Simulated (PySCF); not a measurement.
CuCl, SMILES [Cl][Cu], multiplicity 1. Atoms are numbered in the order given.

```xyz
2

Cu     0.0000     0.0000    -0.7675
Cl     0.0000     0.0000     1.3092
```

Geometry optimised at PBE0-D3(BJ)/def2-TZVPD. The spin state was assumed, not searched.

Vertical ionisation energy (IE) and electron affinity (EA) in eV. Rows of orbital energies are one-electron estimates. Where ΔSCF, EOM or ADC give a negative EA the extra electron is unbound and the value depends on the basis.

```csv
level,IE,EA
"−ε(HOMO), −ε(LUMO), M06-2X/def2-TZVPD (PySCF)",8.96,2.48
"−ε(HOMO), −ε(LUMO), B3LYP/def2-TZVPD (PySCF)",___,___
```

**Question.** Complete the blanks. (The exact figures need the calculation; the answer reports its results.)

**Answer.** 
- −ε(HOMO), −ε(LUMO), B3LYP/def2-TZVPD (PySCF), IE: 7.35
- −ε(HOMO), −ε(LUMO), B3LYP/def2-TZVPD (PySCF), EA: 3.43
